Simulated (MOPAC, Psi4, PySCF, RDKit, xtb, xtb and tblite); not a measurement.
Two geometries of SMILES O=Cc1cccc(-c2ccco2)c1 (C11H8O2), relaxed at GFN2-xTB with one dihedral held; other torsions can differ between them too.

Structure A

```
21

O     -3.1640     2.3926     0.1273
C     -3.2978     1.2129     0.3295
C     -2.2170     0.2194     0.3186
C     -2.4887    -1.1251     0.5738
C     -1.4587    -2.0475     0.5604
C     -0.1625    -1.6421     0.2983
C      0.1261    -0.3002     0.0324
C      1.4919     0.1183    -0.2204
C      2.0857     1.3553    -0.1692
C      3.4371     1.1626    -0.5287
C      3.5701    -0.1688    -0.7816
O      2.4061    -0.8067    -0.5994
C     -0.9125     0.6254     0.0506
H     -4.2959     0.7817     0.5485
H     -3.5020    -1.4372     0.7810
H     -1.6636    -3.0887     0.7608
H      0.6418    -2.3621     0.2905
H      1.6232     2.2801     0.1072
H      4.2008     1.9103    -0.5915
H      4.4102    -0.7596    -1.0893
H     -0.7303     1.6693    -0.1525
```

Structure B

```
21

O      3.1403     2.3951     0.0672
C      3.2832     1.2208     0.2927
C      2.2084     0.2206     0.3116
C      2.4930    -1.1196     0.5746
C      1.4713    -2.0509     0.5826
C      0.1687    -1.6584     0.3295
C     -0.1353    -0.3176     0.0846
C     -1.4993     0.0839    -0.2264
C     -1.9801     1.0386    -1.0844
C     -3.3860     1.0250    -0.9436
C     -3.6576     0.0818    -0.0006
O     -2.5277    -0.4895     0.4409
C      0.8958     0.6143     0.0628
H      4.2860     0.7997     0.5101
H      3.5119    -1.4225     0.7678
H      1.6894    -3.0905     0.7769
H     -0.6295    -2.3856     0.3325
H     -1.4043     1.6503    -1.7480
H     -4.0925     1.6349    -1.4681
H     -4.5792    -0.2589     0.4285
H      0.6950     1.6568    -0.1323
```

Problem. Which is lower in energy at the level PBE0-D3(BJ)/def2-SVP // GFN2-xTB run with Psi4 1.11, and by how much?

Solution. A is lower, by 6.29 kJ/mol (dihedral C6–C7–C8–O12: 20° in A, 40° in B).

E(B) − E(A) in kJ/mol at the other levels, on the same two geometries: GFN2-xTB (xtb and tblite) 5.23; MMFF94 // GFN2-xTB (RDKit) 4.24; PBE0/def2-SVP // GFN2-xTB (Psi4) 6.22; PBE/def2-SVP // GFN2-xTB (Psi4) 6.97; PBE-D3(BJ)/def2-SVP // GFN2-xTB (Psi4) 7.08; UFF // GFN2-xTB (RDKit) 5.50; PM7, restricted, heats of formation // GFN2-xTB (MOPAC) 2.26; AM1, restricted, heats of formation // GFN2-xTB (MOPAC) 3.22; GFN1-xTB // GFN2-xTB (xtb) 6.25; restricted B3LYP/6-31G*, spherical d, density fitting // GFN2-xTB (PySCF) 5.65; restricted B3LYP/LANL2DZ, density fitting // GFN2-xTB (PySCF) 6.52.
